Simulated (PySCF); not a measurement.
Ar+: excitation energy

Ar+ [Ne] 3s2 3p5 (2P) → Ar+ [Ne] 3s1 3p6 (2S), as a difference of total energies. All numbers are calculated (PySCF 2.14, scalar relativity by spin-free X2C-1e, in ANO-RCC-VTZP (5s4p2d1f, 34 functions)). Correlated levels: valence: [Ne] frozen. The calculations carry no spin-orbit coupling.

Q: Order these methods by the excitation energy they give, lowest first.
A. CCSDT (valence)
B. CCSD(T) (valence)
C. SCS-MP2 (valence)
D. UHF

A: B (13.821 eV), A (13.888 eV), C (15.668 eV), D (18.782 eV).

Errors of the correlated levels include the incompleteness of this basis and the frozen core.

The coupled-cluster amplitudes are large for the upper state (T1 above 0.03 or a double amplitude above 0.15), so a single reference is strained.

For comparison: 13.421 eV (measured; NIST levels, between the centres of gravity of the two terms).
